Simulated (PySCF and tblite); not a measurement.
Results of a calculation; reference values are marked as such.
## Barrier and rate of a rearrangement

System: C5H13Si (charge +1), numbered as in [CH3:1][C+:2]([CH3:3])[C@@H:4]([CH3:5])[SiH3:6].

Motion: shift of H on C1 from C1 to C2. Level: PBE0/pcSseg-1 + D3(BJ), IEF-PCM cyclohexane on PBE0-D3(BJ)/def2-SVP stationary points, with GFN2-xTB thermal terms. Rates follow Eyring's equation with the number of equivalent paths and no tunnelling. (PySCF 2.14 with density fitting, tblite 0.8.)

| point | symmetry | E(GFN2) kcal/mol | E(DFT) kcal/mol | ZPE change kcal/mol | lowest mode cm⁻¹ |
| --- | --- | --- | --- | --- | --- |
| start | C1 | 0.0 | 0.0 | 0.00 | 99 |
| saddle | C1 | 53.0 | 48.7 | -1.47 | 298i |
| end | C1 | 20.0 | 22.1 | 0.57 | 53 |

| Quantity | Value |
| --- | --- |
| Electronic barrier | 48.7 kcal/mol |
| Barrier with zero-point energy | 47.2 kcal/mol |
| ΔH‡ (298 K) | 46.7 kcal/mol |
| ΔS‡ (298 K, symmetry apart) | -3.6 cal/(mol K) |
| Paths | 1 equivalent path |
| End point | a different minimum |
| Mean lifetime of the start against this motion at 298 K | 5.5×10¹⁴ years |
| Cost | 17 min on 1 thread of Arm Neoverse V1 (shared host) (rough), peak memory 1 GiB, launched as `OMP_NUM_THREADS=1 python ens_run.py task.json out` |

| T/K | ΔG‡ kcal/mol | k s⁻¹ | ΔG kcal/mol | k back s⁻¹ |
| --- | --- | --- | --- | --- |
| 200 | 47.5 | 5.4×10⁻⁴⁰ | 22.6 | 3×10⁻¹⁵ |
| 250 | 47.6 | 1.2×10⁻²⁹ | 22.7 | 8.2×10⁻¹⁰ |
| 298 | 47.8 | 5.8×10⁻²³ | 22.7 | 2.7×10⁻⁶ |
| 350 | 48.0 | 8.1×10⁻¹⁸ | 22.8 | 0.0014 |
| 400 | 48.2 | 4.1×10⁻¹⁴ | 22.9 | 0.13 |

ΔG and ΔG‡ leave out symmetry numbers and mirror images; rates count paths: 1 out, 1 back.

The ion is treated without a counter-ion.
